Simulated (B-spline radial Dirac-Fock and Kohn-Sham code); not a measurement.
K-line shifts caused by a second vacancy in Ba⁵⁺

System: the Ba⁵⁺ ion, configuration [Kr] 4d10 5s2 5p3.

The run's input, task.json:

```json
{"items": [{
  "Z": 56,
  "q": 5,
  "cfg": [[1, 0, 2], [2, 0, 2], [2, 1, 6], [3, 0, 2], [3, 1, 6], [3, 2, 10], [4, 0, 2], [4, 1, 6], [4, 2, 10], [5, 0, 2], [5, 1, 3]],
  "A": 138,
  "rrms": 4.8378,
  "do": ["binding", "quiet", "double"]
}]}
```

Command: `python xray_run.py task.json out`

Method: relaxed Dirac-Fock hole states (ΔSCF) with Breit and QED corrections and a finite nucleus. Computed with an atomic code on a B-spline grid. Each two-hole energy is an average over J within one jj subconfiguration, not an observable level; in light atoms, where LS coupling holds, the j-resolved values are not observed lines, and for a K spectator the Kα1 hypersatellite is nearly forbidden. Correlation energy is missing from these numbers.

Lines without a spectator: Kα2 (K-L2) 31814.6 eV, Kα1 (K-L3) 32191.4 eV, Kβ3 (K-M2) 36299.7 eV, Kβ1 (K-M3) 36373.9 eV. Shifts in eV with one spectator hole (a dash: not computed, or left out as unreliable):

```
spectator hole     Kα2     Kα1     Kβ3     Kβ1
        K (1s)  +665.6  +692.8  +852.8  +858.8
    L2 (2p1/2)   +75.9   +97.4       –  +201.6
    L3 (2p3/2)   +70.3   +72.0  +172.3       –
    M2 (3p1/2)       –  +12.27  +26.66   +32.4
    M3 (3p3/2)   +8.40       –  +26.44  +26.26
    M4 (3d3/2)   +1.88   -1.17       –       –
    M5 (3d5/2)   -1.87   +0.51       –       –
```

Run: 34 s of CPU time on 1 thread of Intel(R) Xeon(R) 6975P-C (shared host), peak memory 0.47 GiB.
